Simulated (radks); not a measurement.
The numbers below are computed, except where a source is named.
Question: Ionisation of neutral niobium, [Kr] 4d4 5s1, to Nb+, [Kr] 4d4, under several functionals. Scalar-relativistic Kohn-Sham, spin-unpolarised, spherical densities, finite nucleus; a radial shooting solver on a logarithmic mesh with Libxc functionals. The NIST Atomic Spectra Database gives 6.759 eV (measured). Rank these functionals by the error of their Delta-SCF ionisation energy: OLYP; TASK exchange with Perdew-Wang LDA correlation; LDA (Slater exchange, VWN5 correlation); exchange-only PBE; exchange-only B88; PBE; HCTH/407.

Answer: From best to worst: PBE 6.637 eV (-0.122); LDA (Slater exchange, VWN5 correlation) 6.907 eV (+0.148); HCTH/407 6.590 eV (-0.169); OLYP 6.235 eV (-0.524); exchange-only PBE 6.159 eV (-0.600); exchange-only B88 6.116 eV (-0.643); TASK exchange with Perdew-Wang LDA correlation 5.742 eV (-1.017). Spin polarisation and multiplet splitting are left out, so open shells lie too high by an amount that depends on their filling.

Beside tabulated values, note that spin-unpolarised runs miss the spin-polarisation part of the exchange energy of open shells.
